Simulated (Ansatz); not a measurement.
Calculated with Ansatz (gas phase, PBE0-D4/def2-TZVP geometries, no zero-point term in ΔE). CCSD(T)/CBS is the MP2 limit (def2-TZVPP, def2-QZVPP) plus CCSD(T) − MP2 in def2-TZVPP, frozen cores. Double bonds are as drawn, so ΔE can hold a change between cis and trans. DFT in def2-TZVPP. B3LYP here is the variant with VWN-RPA as its local correlation; programs differ in this. For Ge outer-core shells are correlated without core-valence functions, which leaves a few kJ/mol of doubt a bond. Scalar relativity is left out up to krypton. Each species was taken in one conformer, which may not be the lowest.

`CC/C=C/N` + `[NH2][GeH2][OH]` → `C[NH][GeH2][OH]` + `C/C=C/N`  (substitution at a C–C bond)

Task: Is it downhill or uphill in electronic energy at CCSD(T)/CBS, and by how much? (Best estimate.)

Result: Computed: Uphill: ΔE = +8.1 kcal/mol.

Task: What do these levels give: r2SCAN-D4, PBE0-D4, ωB97X-V, ωB97M-V, B2PLYP, PBE, r2SCAN, B3LYP, CCSD(T)/def2-TZVPP, MP2/def2-QZVPP, HF/CBS(def2), MP2/CBS(def2)? (An estimate is asked.)

Result: Computed: r2SCAN-D4 7.8, PBE0-D4 7.6, ωB97X-V 7.3, ωB97M-V 7.7, B2PLYP 7.4, PBE 7.0, r2SCAN 7.8, B3LYP 6.9, CCSD(T)/def2-TZVPP 7.9, MP2/def2-QZVPP 8.6, HF/CBS(def2) 7.6, MP2/CBS(def2) 8.7 kcal/mol.

Largest T1 diagnostic among the species: 0.011.
